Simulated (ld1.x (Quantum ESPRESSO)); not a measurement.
# Building the RRKJ potential for strontium (PBE, scalar-relativistic).

ld1.x (Quantum ESPRESSO) 7.5 input, shortened:

```
&input
   title='Sr', zed=38., rel=1, dft='PBE', iswitch=3,
   config='[Kr] 4d0 5s2 5p0'
 /
 &inputp
   pseudotype=2, tm=.false., lloc=-2, rcloc=2.60,
   nlcc=.true., new_core_ps=.true., rcore=1.35
 /
3
4S  1  0   2.00   0.00  2.30  2.30  0.0
4P  2  1   6.00   0.00  1.85  1.85  0.0
4D  3  2   0.00   0.00  3.75  3.75  0.0
 &test
   configts(1)='4s2 4p6 4d0 5s2 5p0'
 /
```

Occupied shells without a wave of their own: 5s. They enter only through the test configuration that unscreens the potential, and ld1.x also counts them in the model core charge.

Problem. Estimate the cutoffs (Ry, on a coarse ladder) from which the occupation-weighted sum of valence levels, in a spherical-Bessel basis at the reference potential, stays within 10 and 1 mRy of its value at 400 Ry.

Solution. 35 Ry and 45 Ry.

Problem. What does a ghost test show?

Solution. No extra level below or beside the all-electron valence levels (s, p, d, f tested).

Problem. Which valence shell sets the plane-wave cutoff?

Solution. 4p: its level needs 40 Ry to come within 1 mRy, against 18 Ry for 4s.

Problem. Tests: 4s2 4p6 4d0 5s1 5p0; 4s2 4p6 4d0 5s0 5p0; 4s2 4p6 4d0 5s1.5 5p0; 4s2 4p6 4d1 5s0 5p0; 4s2 4p6 4d0 5s0 5p2; 4s2 4p6 4d0.5 5s1.5 5p0; 4s2 4p6 4d0 5s1 5p1. Which has the largest error in its energy relative to the reference configuration, and how large is it?

Solution. 4s2 4p6 4d0 5s0 5p0, with -626 meV (all-electron minus pseudo) on +16.89 eV.

ld1.x takes every shell without a wave as core, so the model core holds the 5s electrons as well and exchange and correlation see them twice. This cancels in the reference configuration, but the file is broken for other ones, and its errors say nothing about a proper core correction.
